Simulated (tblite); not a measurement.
Task: Give a GFN2-xTB geometry of `S[SiH2]NC1CC1`.

Result: 
```
atom  x, y, z in Å
S1     3.3459   -0.4990   -1.1256
Si2    1.8715    0.4682    0.1050
N3     0.3715    0.1770   -0.6668
C4    -0.8826    0.5651   -0.1070
C5    -1.3745   -0.1696    1.1010
C6    -2.0402   -0.3790   -0.2257
H7     2.8022   -1.7054   -1.0918
H8     2.3476    1.8459    0.1808
H9     1.8508   -0.1741    1.4132
H10    0.3468    0.1179   -1.6759
H11   -1.0990    1.6306   -0.1586
H12   -0.7551   -0.9671    1.4783
H13   -1.8975    0.3855    1.8640
H14   -3.0263    0.0292   -0.3837
H15   -1.8655   -1.3172   -0.7290
```

Any rigid rotation of these coordinates is as good. Atoms count from 1 in this order. N3 (silicon-bound nitrogen) has angles 123.2°, 118.8° and 112.7°, sum 354.6°, 0.18 Å off the plane of its three neighbours. All 3 C–C bonds measure 1.497 to 1.499 Å. All internal angles of the 3-membered ring C4–C5–C6 are 60.0°. Si2 (SiH2 silicon) is distorted tetrahedral (angles from 103.3° to 118.0°).

Bonds between heavy atoms (Å): S1–Si2 2.150, Si2–N3 1.712, N3–C4 1.427, C4–C5 1.497, C5–C6 1.499, C4–C6 1.499.

Structure optimised with GFN2-xTB, isolated species.

Point group: C1 (no symmetry element, even within 0.4 Å). Its GFN2-xTB frequencies are all real (lowest 40 cm⁻¹). The numbers are those of one conformer (H–S1–Si2–N3 -56°, S1–Si2–N3–C4 175°, Si2–N3–C4–C5 -70°). 2 starts were optimised and ended at 0.00 and 1.84 kcal/mol (GFN2-xTB); the lowest of these is shown.

These are computed values.
